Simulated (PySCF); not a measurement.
## Computed properties of C4H11FSi, SMILES F[SiH2]CC(C)C

C4H11FSi, SMILES CC(C)C[SiH2]F. Geometry optimised at B3LYP-D3(BJ)/def2-SVP. This is a generated structure with no PubChem entry under its InChIKey; it may be hypothetical. Other conformers were not sampled. All values are computed for the isolated molecule unless a solvent is named; none is compared with measurement here.

**Structure.** All 45 harmonic modes at B3LYP-D3(BJ)/def2-SVP (PySCF) are real, so it is a minimum. With heavy atoms numbered as in [CH3:1][CH:2]([CH3:3])[CH2:4][SiH2:5][F:6], the shortest bond between them is C1–C2 at 1.532 Å and the longest C4–Si5 at 1.872 Å.

**Vibrations.** The strongest infrared lines (harmonic, unscaled, degenerate partners summed) lie at 943 cm⁻¹ (220 km/mol, H 73 %, Si 17 %), 2236 cm⁻¹ (164 km/mol, H 96 %), 2232 cm⁻¹ (112 km/mol, H 97 %). The softest mode is at 45 cm⁻¹ and the zero-point energy is 88.8 kcal/mol.

**Electronic structure.** HF/def2-TZVP (PySCF) places the frontier levels at -11.71 and 3.44 eV, a gap of 15.15 eV, and gives a dipole moment of 1.91 D and a mean polarisability of 69.3 bohr³. PBE/def2-TZVP (PySCF) at the same geometry gives -7.18 and -0.46 eV, so its gap is 8.43 eV narrower. An orbital gap is neither the optical nor the fundamental gap.

**Excitations.** TDA-ωB97X/def2-SVPD (PySCF) has S1 at 8.05 eV (154 nm, f = 0.008, weak); the most intense of the 6 singlets computed lies at 8.76 eV (f = 0.05). T1 (TDA) is at 7.72 eV, 0.33 eV under S1. TDA-PBE/def2-SVPD (PySCF) puts S1 at 6.83 eV. No vertical singlet excitation falls in the visible range (under 3.1 eV).

**NMR.** GIAO shifts at PBE0/pcSseg-1 (PySCF) (non-relativistic, atoms alike by connectivity averaged): ¹³C from 29.4 to 31.8 ppm against TMS; ¹H from 0.9 to 5.4 ppm against TMS; ²⁹Si at 14.5 ppm against TMS; ¹⁹F at -226.3 ppm against CFCl3.

**Solvation.** SMD-M06-2X/def2-SVP (PySCF) gives 1.4 kcal/mol in water, -3.5 kcal/mol in 2-propanol, -2.7 kcal/mol in N,N-dimethylformamide (1 M in both phases, gas-phase geometry); of these solvents 2-propanol holds the molecule best.
